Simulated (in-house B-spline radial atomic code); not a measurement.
Cs⁷⁺. Computed with a B-spline radial atomic code. Model: all-electron spherical atom, spin shells full or empty, radial basis limit, no spin-orbit coupling, Breit or QED, empty-state partial waves extrapolated as (l+1/2)^-4, RPA, G0W0 and static COHSEX of the highest shell as one setting changes (uncorrelated shells keep exact exchange).

Given: element Cs; charge 7; filled core Kr; hamiltonian one-electron scalar X2C; mean-field start r2SCAN; highest l of empty states 9; nuclear rms radius 4.8041 fm; highest mean-field shell 5s.

Shell: 4d 5 5, 5s 1 1 (electrons up and down).

```json
{"lowest nl shells left uncorrelated": "0", "RPA correlation energy (hartree)": "-3.9073", "G0W0 level (eV)": "-111.47", "G0W0 minus most complete (meV)": "0", "COHSEX level (eV)": "-113.88", "removal by RPA minus most complete (meV)": "0"}
{"lowest nl shells left uncorrelated": "1", "RPA correlation energy (hartree)": "?", "G0W0 level (eV)": "?", "G0W0 minus most complete (meV)": "?", "COHSEX level (eV)": "?", "removal by RPA minus most complete (meV)": "?"}
{"lowest nl shells left uncorrelated": "2", "RPA correlation energy (hartree)": "-3.5289", "G0W0 level (eV)": "-111.47", "G0W0 minus most complete (meV)": "-4.3", "COHSEX level (eV)": "-113.9", "removal by RPA minus most complete (meV)": "5"}
{"lowest nl shells left uncorrelated": "3", "RPA correlation energy (hartree)": "-2.9648", "G0W0 level (eV)": "-111.47", "G0W0 minus most complete (meV)": "0.7", "COHSEX level (eV)": "-113.88", "removal by RPA minus most complete (meV)": "2.2"}
{"lowest nl shells left uncorrelated": "4", "RPA correlation energy (hartree)": "-2.7841", "G0W0 level (eV)": "-111.49", "G0W0 minus most complete (meV)": "-21.5", "COHSEX level (eV)": "-113.93", "removal by RPA minus most complete (meV)": "24.7"}
{"lowest nl shells left uncorrelated": "5", "RPA correlation energy (hartree)": "?", "G0W0 level (eV)": "?", "G0W0 minus most complete (meV)": "?", "COHSEX level (eV)": "?", "removal by RPA minus most complete (meV)": "?"}
{"lowest nl shells left uncorrelated": "6", "RPA correlation energy (hartree)": "-1.3748", "G0W0 level (eV)": "-111.39", "G0W0 minus most complete (meV)": "84", "COHSEX level (eV)": "-113.78", "removal by RPA minus most complete (meV)": "-50.9"}
{"lowest nl shells left uncorrelated": "7", "RPA correlation energy (hartree)": "-1.219", "G0W0 level (eV)": "-111.48", "G0W0 minus most complete (meV)": "-5.7", "COHSEX level (eV)": "-113.94", "removal by RPA minus most complete (meV)": "29.8"}
{"lowest nl shells left uncorrelated": "8", "RPA correlation energy (hartree)": "-0.76933", "G0W0 level (eV)": "-111.35", "G0W0 minus most complete (meV)": "121.9", "COHSEX level (eV)": "-113.74", "removal by RPA minus most complete (meV)": "-138"}
{"lowest nl shells left uncorrelated": "9", "RPA correlation energy (hartree)": "-0.077375", "G0W0 level (eV)": "-110.14", "G0W0 minus most complete (meV)": "1325.9", "COHSEX level (eV)": "-112.04", "removal by RPA minus most complete (meV)": "-1486.6"}
```

**Question.** What follows for lowest nl shells left uncorrelated = 5?

**Answer.** RPA correlation energy -2.2434 hartree; G0W0 level -111.48 eV; G0W0 minus most complete -7.6 meV; COHSEX level -113.92 eV; removal by RPA minus most complete 15.5 meV.

**Question.** What follows for lowest nl shells left uncorrelated = 1?

**Answer.** RPA correlation energy -3.7252 hartree; G0W0 level -111.47 eV; G0W0 minus most complete 0.3 meV; COHSEX level -113.88 eV; removal by RPA minus most complete -0.1 meV.
